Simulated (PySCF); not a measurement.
Vertical excitations of a molecule C₅H₆F₂ from TDA-M06-2X/def2-SVPD (PySCF 2.14.0), as energy in eV (oscillator strength): 6.20 (1.146), 6.29 (0.003), 7.06 (0.010), 7.47 (0.015), 7.50 (0.003), 7.65 (0.008), 7.95 (0.006), 8.24 (0.006), 8.24 (0.001), 8.43 (0.006). Lowest triplet (TDA): 3.38 eV. Geometry optimised at r2SCAN-D4/def2-SVP. Other conformers were not sampled.

Task: Which molecule gave these data?
A) C=C(F)/C=C(\C)F
B) C[C@@H]1C=C(F)[C@@H]1F
C) C=C=C(F)[C@H](C)F
D) C=CCC=C(F)F

Result: A, C=C(F)/C=C(\C)F
